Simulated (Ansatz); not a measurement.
Total energies of BFH$_{4}$O$_{2}$Si (`O[SiH2]B(O)F`).

```xyz
9

O     1.175   -1.213    1.338
Si   -0.158   -0.974    0.390
B    -0.076    0.834   -0.540
O    -0.902    1.143   -1.558
F     0.808    1.756   -0.125
H     1.526   -0.449    1.796
H    -0.183   -2.090   -0.588
H    -1.416   -1.042    1.191
H    -0.775    2.035   -1.904
```

The species carries charge 0 and has multiplicity 1. The structure was optimised at the PBE0-D4/def2-TZVP level. It is one conformer, not always the lowest. Basis def2-TZVPP, the Gaussian-basis code of Ansatz.

RPA on PBE orbitals: Hartree–Fock energy of these orbitals -565.34101 Eh, correlation -1.48967 Eh (frozen core).

| functional | energy without D4 (Eh) | D4 term (kJ/mol) |
| --- | --- | --- |
| BLYP | -567.27515 | -33.3 |
| r2SCAN | -567.16435 | -3.7 |
| B97M-V | -567.17531 | – |
| B3LYP | -567.35190 | -24.3 |
| r2SCANh | -567.14765 | -3.9 |
| HSE06 (plane-wave form) | -566.88824 | -11.8 |
| LC-ωPBE | -567.06923 | – |
| ωB97M-V | -567.22057 | – |
| B2PLYP | -567.03128 | – |
| PBE-QIDH | -566.78962 | – |

(1) Give the same for LDA (SPW92), PBE, revPBE, PBE0, r2SCAN0, BHLYP, CAM-B3LYP, ωB97X-V. (An estimate is asked.)

B3LYP takes the VWN-RPA correlation (the form of Gaussian; ORCA's B3LYP/G). HSE06 is the plane-wave form, built on full-range PBE exchange. The double hybrids freeze the cores in their second-order part.

Results:

(1) The calculation gave: 
```
 functional  energy without D4 (Eh)  D4 term (kJ/mol)
LDA (SPW92)              -564.15711                 –
        PBE              -566.87262             -15.1
     revPBE              -567.16344             -46.2
       PBE0              -566.90724             -12.7
    r2SCAN0              -567.12383              -4.3
      BHLYP              -567.20556             -18.4
  CAM-B3LYP              -567.24791             -12.9
    ωB97X-V              -567.18533                 –
```

LC-ωPBE has ω = 0.4 bohr⁻¹.
